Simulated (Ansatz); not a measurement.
Consider the ligand exchange at a B–C bond: `[SiH3]NCBCl` + `O[SiH2][SiH3]` → `[SiH3][SiH2]OBCl` + `CN[SiH3]`.

Calculated with Ansatz (gas phase, PBE0-D4/def2-TZVP geometries, no zero-point term in ΔE). CBS: MP2 limit from def2 TZ/QZ plus the TZ coupled-cluster correction, frozen cores. DFT in def2-TZVPP. Each species was taken in one conformer, which may not be the lowest.

```json
{"species": "`[SiH3]NCBCl`", "PBE0 energy (Eh)": "-871.29224"}
{"species": "`O[SiH2][SiH3]`", "PBE0 energy (Eh)": "-657.56922"}
{"species": "`[SiH3][SiH2]OBCl`", "PBE0 energy (Eh)": "-1142.54102"}
{"species": "`CN[SiH3]`", "PBE0 energy (Eh)": "-386.37357"}
```

Question: Work out ΔE.

Answer: ΔE = (-1142.54102) + (-386.37357) − (-871.29224) − (-657.56922) = -0.05313 Eh = -33.3 kcal/mol. CCSD(T)/CBS gives -34.0 kcal/mol.

Largest T1 diagnostic among the species: 0.013.

In def2-TZVPP, CCSD(T) changes the Hartree–Fock value by +2.9 kcal/mol (the triples alone add +0.2 kcal/mol) and MP2 by +2.9 kcal/mol.
